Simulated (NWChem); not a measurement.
System: ZnSiH$_{4}$Se; SMILES [Zn]([SiH3])[SeH]

NWChem input:

```
start job
memory heap 200 mb stack 900 mb global 1100 mb
geometry units angstroms noautoz
  Zn    -0.322320    -0.263474    -0.015799
  Se    -0.117398     2.036835    -0.031478
  H      1.349348     1.910280     0.040128
  Si    -0.541414    -2.624956     0.000256
  H     -1.418025    -3.104087    -1.116216
  H     -1.139292    -3.116386     1.282951
  H      0.789801    -3.294491    -0.157852
end
basis spherical
  * library def2-svpd
end
dft
  xc xcamb88 1.00 lyp 0.81 vwn_5 0.19 hfexch 1.00
  cam 0.33 cam_alpha 0.19 cam_beta 0.46
  iterations 150
end
tddft
  cis
  nroots 6
  notriplet
end
task tddft energy
```

Parts of the log:

```
             Northwest Computational Chemistry Package (NWChem) 7.3.0
             --------------------------------------------------------

 C1  symmetry detected

                             Geometry "geometry" -> ""
                             -------------------------

 Output coordinates in angstroms (scale by  1.889725989 to convert to a.u.)

  No.       Tag          Charge          X              Y              Z
 ---- ---------------- ---------- -------------- -------------- --------------
    1 Zn                  30.0000    -0.01327141    -0.47412188    -0.00006089
    2 Se                  34.0000    -0.02757613     1.83530569     0.00006802
    3 H                    1.0000     1.44630481     1.84804206    -0.00034716
    4 Si                  14.0000    -0.00726121    -2.84579239     0.00018526
    5 H                    1.0000    -0.88825628    -3.39863262    -1.07811824
    6 H                    1.0000    -0.49257306    -3.40012065     1.30458573
    7 H                    1.0000     1.37191210    -3.38493244    -0.22920006

 Effective nuclear repulsion energy (a.u.)     441.2044940396

                                 NWChem DFT Module
                                 -----------------

 Summary of "ao basis" -> "ao basis" (spherical)
 ------------------------------------------------------------------------------
       Tag                 Description            Shells   Functions and Types
 ---------------- ------------------------------  ------  ---------------------
 Zn                        def2-svpd                12       34   5s4p2d1f
 Se                        def2-svpd                15       41   6s5p4d
 H                         def2-svpd                 4        8   2s2p
 Si                        def2-svpd                10       24   5s3p2d

            General Information
            -------------------
          SCF calculation type: DFT
          Wavefunction type:  closed shell.
          No. of atoms     :     7
          No. of electrons :    82
           Alpha electrons :    41
            Beta electrons :    41
          Charge           :     0
          Spin multiplicity:     1
          Use of symmetry is: off; symmetry adaption is: off
          Maximum number of iterations: 150
          AO basis - number of functions:   131
                     number of shells:    53
          Convergence on energy requested:  1.00D-06
          Convergence on density requested:  1.00D-05
          Convergence on gradient requested:  5.00D-04

              XC Information
              --------------
                     Hartree-Fock (Exact) Exchange  1.000
                   CAM-Becke88 Exchange Functional  1.000
                      VWN V Correlation Functional  0.190 local
              Lee-Yang-Parr Correlation Functional  0.810

           Range-Separation Parameters
           ---------------------------
           Alpha           :  0.19
           Beta            :  0.46
           Gamma           :  0.33
           Short-Range HF  :     F

             Grid Information
             ----------------
          Grid used for XC integration:  medium
          Radial quadrature: Mura-Knowles
          Angular quadrature: Lebedev.
          Tag              B.-S. Rad. Rad. Pts. Rad. Cut. Ang. Pts.
          ---              ---------- --------- --------- ---------
          Zn                  1.35      112          12.0       590
          Se                  1.15      112          15.0       590
          H                   0.35       45          16.0       434
          Si                  1.10       88          15.0       590
          Grid pruning is: on
          Number of quadrature shells:   492
          Spatial weights used:  Erf1

      Superposition of Atomic Density Guess
      -------------------------------------

 Sum of atomic energies:       -4467.81145834

      Non-variational initial energy
      ------------------------------

[...]

                                NWChem TDDFT Module
                                -------------------

            General Information
            -------------------
           No. of orbitals :     262
            Alpha orbitals :     131
             Beta orbitals :     131
        Alpha frozen cores :       0
         Beta frozen cores :       0
     Alpha frozen virtuals :       0
      Beta frozen virtuals :       0
         Spin multiplicity :       1
    Number of AO functions :     131
        Use of symmetry is : off
      Symmetry adaption is : off
         Schwarz screening :  0.10D-07

              XC Information
              --------------
              Hartree-Fock (Exact) Exchange   1.00
            CAM-Becke88 Exchange Functional   1.00
               VWN V Correlation Functional   0.19 local
       Lee-Yang-Parr Correlation Functional   0.81
           Alpha           :  0.19
           Beta            :  0.46
           Gamma           :  0.33

             TDDFT Information
             -----------------
          Calculation type : Tamm-Dancoff TDDFT
         Wavefunction type : Restricted singlets
          No. of electrons :      82
           Alpha electrons :      41
            Beta electrons :      41
              No. of roots :       6
          Max subspacesize :    5200
            Max iterations :     100
               Target root :       1
           Target symmetry : none
      Symmetry restriction : off
                 Algorithm : Optimal
        Davidson threshold :  0.10D-03

    6 smallest eigenvalue differences (eV)
--------------------------------------------------------
  No. Spin  Occ  Vir  Irrep   E(Occ)    E(Vir)   E(Diff)
--------------------------------------------------------
    1    1   41   42 a        -0.300    -0.014     7.773
    2    1   41   43 a        -0.300    -0.004     8.068
    3    1   41   44 a        -0.300     0.001     8.203
    4    1   40   42 a        -0.320    -0.014     8.320
    5    1   40   43 a        -0.320    -0.004     8.615
    6    1   40   44 a        -0.320     0.001     8.750
--------------------------------------------------------

  Entering Davidson iterations
  Restricted singlet excited states

  Iter   NTrls   NConv    DeltaV     DeltaE      Time
  ----  ------  ------  ---------  ---------  ---------
    1      6       0     0.91E-01   0.10+100       47.3
    2     12       0     0.36E-01   0.18E-01       51.0
    3     18       0     0.28E-01   0.25E-02       42.8
    4     24       0     0.67E-01   0.13E-01       42.5
    5     30       0     0.13E-01   0.90E-02       51.0
    6     36       0     0.49E-02   0.39E-03       55.4
    7     42       5     0.17E-02   0.43E-04       44.0
    8     43       5     0.37E-03   0.28E-05       39.4
    9     44       6     0.82E-04   0.94E-07       38.3
  ----  ------  ------  ---------  ---------  ---------
  Convergence criterion met

  Ground state a       -4472.479751198337 a.u.

  ----------------------------------------------------------------------------
  Root   1 singlet a              0.172606202 a.u.                4.6969 eV
  ----------------------------------------------------------------------------
     Transition Moments    X  0.00005   Y -0.00033   Z -0.00314
     Dipole Oscillator Strength                    0.0000011452
     Electric Quadrupole                           0.0000000280
     Magnetic Dipole                               0.0000001587
     Total Oscillator Strength                     0.0000013319

     Occ.   41  a   ---  Virt.   42  a        0.97270
     Occ.   41  a   ---  Virt.   45  a       -0.12984
     Occ.   41  a   ---  Virt.   46  a       -0.09281
     Occ.   41  a   ---  Virt.   50  a        0.06118
     Occ.   41  a   ---  Virt.   51  a       -0.08485
     Occ.   41  a   ---  Virt.   57  a       -0.09885
  ----------------------------------------------------------------------------
  Root   2 singlet a              0.188599297 a.u.                5.1321 eV
  ----------------------------------------------------------------------------
     Transition Moments    X  0.00078   Y  0.00015   Z  0.59928
     Dipole Oscillator Strength                    0.0451546581
     Electric Quadrupole                           0.0000002530
     Magnetic Dipole                               0.0000004854
     Total Oscillator Strength                     0.0451553965

     Occ.   40  a   ---  Virt.   43  a       -0.14482
     Occ.   41  a   ---  Virt.   42  a       -0.05936
     Occ.   41  a   ---  Virt.   44  a        0.95090
     Occ.   41  a   ---  Virt.   45  a       -0.20530
     Occ.   41  a   ---  Virt.   48  a       -0.11110
     Occ.   41  a   ---  Virt.   51  a        0.05868
  ----------------------------------------------------------------------------
  Root   3 singlet a              0.191006059 a.u.                5.1975 eV
  ----------------------------------------------------------------------------
     Transition Moments    X -0.32805   Y  0.02732   Z  0.00191
     Dipole Oscillator Strength                    0.0137994365
     Electric Quadrupole                           0.0000001847
     Magnetic Dipole                               0.0000006408
     Total Oscillator Strength                     0.0138002619

     Occ.   40  a   ---  Virt.   42  a       -0.95424
     Occ.   41  a   ---  Virt.   43  a        0.25121
  ----------------------------------------------------------------------------
  Root   4 singlet a              0.197812726 a.u.                5.3828 eV
  ----------------------------------------------------------------------------
     Transition Moments    X  0.14701   Y  0.21945   Z  0.00370
     Dipole Oscillator Strength                    0.0092026806
     Electric Quadrupole                           0.0000002210
     Magnetic Dipole                               0.0000000288
     Total Oscillator Strength                     0.0092029304

[...]
```

Level: CAM-B3LYP/def2-SVPD, TDA. All runs use the structure optimised with PBE0/def2-SVP.
